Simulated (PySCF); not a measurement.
# What PySCF settings do for Be

Base input, run as `python input.py` with PySCF 2.14:

```python
from pyscf import gto, scf, mp

mol = gto.M(
    atom='Be 0 0 0',
    basis='jorge-tzp-dkh',
    charge=0,
    spin=0,
    symmetry=True,
    verbose=3,
)
mf = scf.RHF(mol)
mf = mf.sfx2c1e()
mf.kernel()
mp.MP2(mf).kernel()
mf.dip_moment()
print('orbital energies (hartree):', mf.mo_energy[..., max(0, mol.nelec[1]-3):mol.nelec[0]+3].round(4))
```

Base result: E(SCF) = -14.574665 Eh, E(MP2) − E(SCF) = -0.04181 Eh. 

Wall time 1.1 s on one thread of a shared host.

Each row names what differs from the base; energies in brackets are changes from the base.

| change | result |
| --- | --- |
| PCM solvent, dielectric constant: none → 78.36; step after the SCF: mp2 → analyze | E(SCF) = -14.575506 Eh (-0.0229 eV) |
| electric field along z (a.u.): none → 0.005; point-group symmetry: on → off | E(SCF) = -14.575212 Eh (-0.0149 eV), E(MP2) − E(SCF) = -0.04178 Eh |
| Cartesian functions: off → on | E(SCF) = -14.574811 Eh (-0.0040 eV), E(MP2) − E(SCF) = -0.04282 Eh |
| step after the SCF: mp2 → stability; point-group symmetry: on → off | E(SCF) = -14.574665 Eh (+0.0000 eV), internal stable; real -> complex stable; RHF/RKS -> UHF/UKS unstable |
| step after the SCF: mp2 → cisd | E(SCF) = -14.574665 Eh (+0.0000 eV), E(CISD) − E(SCF) = -0.05940 Eh |
| spin (2S): 0 → 2; SCF type: RHF → UHF [a high spin state] | E(SCF) = -14.513465 Eh (+1.6653 eV), E(MP2) − E(SCF) = -0.01673 Eh, ⟨S²⟩ = 2.000 |
| step after the SCF: mp2 → polarizability | E(SCF) = -14.574665 Eh (+0.0000 eV), α(xx, yy, zz) = 43.8, 43.8, 43.8 bohr³ |
| step after the SCF: mp2 → tdhf; number of roots: default → 6 | E(SCF) = -14.574665 Eh (+0.0000 eV), first singlet excitations without spin–orbit coupling 4.83, 4.83, 4.83, 8.65, 8.65 eV |
| step after the SCF: mp2 → tda; number of roots: default → 8 | E(SCF) = -14.574665 Eh (+0.0000 eV), first singlet excitations without spin–orbit coupling 5.10, 5.10, 5.10, 8.75, 8.75 eV |
| density fitting: none → cc-pvdz-jkfit | stops with BasisNotFoundError (Basis set not found for Be in cc-pvdz-jkfit) |
| basis set: jorge-tzp-dkh → pcseg-2; spin-free X2C: on → off | E(SCF) = -14.570176 Eh, E(MP2) − E(SCF) = -0.02495 Eh |
| basis set: jorge-tzp-dkh → ano-rcc-vdzp | E(SCF) = -14.574975 Eh (-0.0084 eV), E(MP2) − E(SCF) = -0.02735 Eh |
| functional: none (Hartree–Fock) → tpss; SCF type: RHF → RKS; step after the SCF: mp2 → analyze | E(SCF) = -14.673139 Eh |
| damping: none → 0.5 | E(SCF) = -14.574665 Eh (+0.0000 eV), E(MP2) − E(SCF) = -0.04181 Eh |
| spin-free X2C: on → off [unsound on purpose] | E(SCF) = -14.572066 Eh, E(MP2) − E(SCF) = -0.04180 Eh |
| step after the SCF: mp2 → eomip; number of roots: default → 6 | E(SCF) = -14.574665 Eh (+0.0000 eV), E(CCSD) − E(SCF) = -0.06059 Eh, ionisation roots 9.278, 13.306, 13.306, 13.306, 21.379, 21.379 eV |

Order these changes by how far they move the SCF energy from the base, largest first: (1) Cartesian functions: off → on; (2) PCM solvent, dielectric constant: none → 78.36; step after the SCF: mp2 → analyze; (3) electric field along z (a.u.): none → 0.005; point-group symmetry: on → off.

(2) -0.0229 eV, (3) -0.0149 eV, (1) -0.0040 eV.
